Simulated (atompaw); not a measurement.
# gadolinium: one change to a PAW (atompaw) potential, before and after

atompaw 4.2.0.5 input, output lines left out:

```
Gd 64
GGA-PBESOL scalarrelativistic loggrid 2001 logderivrange -6 5 276
6 6 5 4 0 0
6 1 0
5 2 1
4 3 7
0 0 0
c
c
c
c
v
v
c
c
c
v
v
c
c
v
c
2
2.80 2.40 2.15 2.05
n
n
y
0.7
n
custom polynom vanderbiltortho gaussian
bessel
2.20
2.50
1.65
2.80
2.80
2.80
```

Change: wave 5s (bound): rc 2.20 bohr becomes 5s (bound): rc 2.28 bohr.

Cutoffs: the cutoffs (Ry, on a coarse ladder) from which the occupation-weighted sum of valence levels, in a spherical-Bessel basis at the reference potential, stays within 10 and 1 mRy of its value at 400 Ry; they do not see the model core or the augmentation charge, which bear on the density cutoff.

Task: What does the change do?

Result: The potential gets neither clearly harder nor softer (18 Ry and 35 Ry → 18 Ry and 35 Ry); the p channel sets the loose cutoff, while the largest relative change is in s, which becomes softer; neither file shows a bound ghost.

| quantity | base | changed |
| --- | --- | --- |
| cutoff, loose | 18 Ry | 18 Ry |
| cutoff, tight | 35 Ry | 35 Ry |
| loose cutoff by channel (10 mRy a level) | s 10 Ry, p 15 Ry, d 10 Ry | s 8 Ry, p 15 Ry, d 10 Ry |
| bound ghosts | none | none |
| s: phases at 2.81 bohr within 0.05 rad from the reference energy up to (Ry; the scan ends near 5) | 4.7 | 4.6 |
| p: phases at 2.81 bohr within 0.05 rad from the reference energy up to (Ry; the scan ends near 5) | to the end of the scan | to the end of the scan |
| d: phases at 2.81 bohr within 0.05 rad from the reference energy up to (Ry; the scan ends near 5) | 3.0 | 3.0 |
| lowest overlap eigenvalue by channel | s 0.68, p 0.57, d 0.94 | s 0.72, p 0.57, d 0.94 |

 The cutoffs see the waves, projectors and local potential, not the compensation charge or the core.
